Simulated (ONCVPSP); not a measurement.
# u(r) = r·R(r): atom against pseudo-atom (W (Z = 74))

Columns: radius, all-electron u(r) and pseudo u(r) of the 5d shell (level -4.51 eV) of tungsten in the configuration [Kr] 4d10 4f14 5s2 5p6 5d4 6s2; PBEsol, scalar-relativistic, ONCV scheme, ONCVPSP 4.0.1.

```json
{"r (bohr)": "0.132", "all-electron": "0.2043", "pseudo": "0.0027"}
{"r (bohr)": "0.265", "all-electron": "-0.1635", "pseudo": "0.0205"}
{"r (bohr)": "0.398", "all-electron": "-0.3249", "pseudo": "0.0648"}
{"r (bohr)": "0.530", "all-electron": "-0.1859", "pseudo": "0.1389"}
{"r (bohr)": "0.663", "all-electron": "0.0575", "pseudo": "0.2402"}
{"r (bohr)": "0.795", "all-electron": "0.2887", "pseudo": "0.3569"}
{"r (bohr)": "0.928", "all-electron": "0.4723", "pseudo": "0.4767"}
{"r (bohr)": "1.060", "all-electron": "0.6001", "pseudo": "0.5841"}
{"r (bohr)": "1.193", "all-electron": "0.6813", "pseudo": "0.6694"}
{"r (bohr)": "1.325", "all-electron": "0.7248", "pseudo": "0.7257"}
{"r (bohr)": "1.458", "all-electron": "0.7409", "pseudo": "0.7531"}
{"r (bohr)": "1.590", "all-electron": "0.7376", "pseudo": "0.7551"}
{"r (bohr)": "1.723", "all-electron": "0.7209", "pseudo": "0.7381"}
{"r (bohr)": "1.855", "all-electron": "0.6957", "pseudo": "0.7091"}
{"r (bohr)": "1.988", "all-electron": "0.6651", "pseudo": "0.6737"}
{"r (bohr)": "2.120", "all-electron": "0.6319", "pseudo": "0.6364"}
{"r (bohr)": "2.252", "all-electron": "0.5973", "pseudo": "0.5991"}
{"r (bohr)": "2.385", "all-electron": "0.5622", "pseudo": "0.5627"}
{"r (bohr)": "2.518", "all-electron": "0.5277", "pseudo": "0.5277"}
{"r (bohr)": "2.650", "all-electron": "0.4943", "pseudo": "0.4943"}
{"r (bohr)": "2.782", "all-electron": "0.4622", "pseudo": "0.4621"}
{"r (bohr)": "2.915", "all-electron": "0.4312", "pseudo": "0.4312"}
{"r (bohr)": "3.048", "all-electron": "0.4018", "pseudo": "0.4018"}
{"r (bohr)": "3.180", "all-electron": "0.3741", "pseudo": "0.3741"}
{"r (bohr)": "3.312", "all-electron": "0.3480", "pseudo": "0.3480"}
{"r (bohr)": "3.445", "all-electron": "0.3232", "pseudo": "0.3232"}
```

**Question.** How many radial nodes do the two functions have?

**Answer.** The all-electron 5d function has n − l − 1 = 2; the pseudo-wave has 0, since the states of the same l below it are removed with the core.

**Question.** At about which radius was the pseudo-wave matched?

**Answer.** 2.65 bohr. The columns agree to 0.0005 from 2.38 bohr on; several derivatives are matched, so the curves merge somewhat inside the radius.

**Question.** Where does each function peak?

**Answer.** Outermost all-electron maximum near 1.46 bohr, pseudo maximum near 1.59 bohr (to the table’s step).

**Question.** Is the pseudo-wave norm-conserving?

**Answer.** Yes: the ONCV scheme keeps the norm inside the radius equal to the all-electron one, which fixes the energy derivative of the logarithmic derivative at the level.
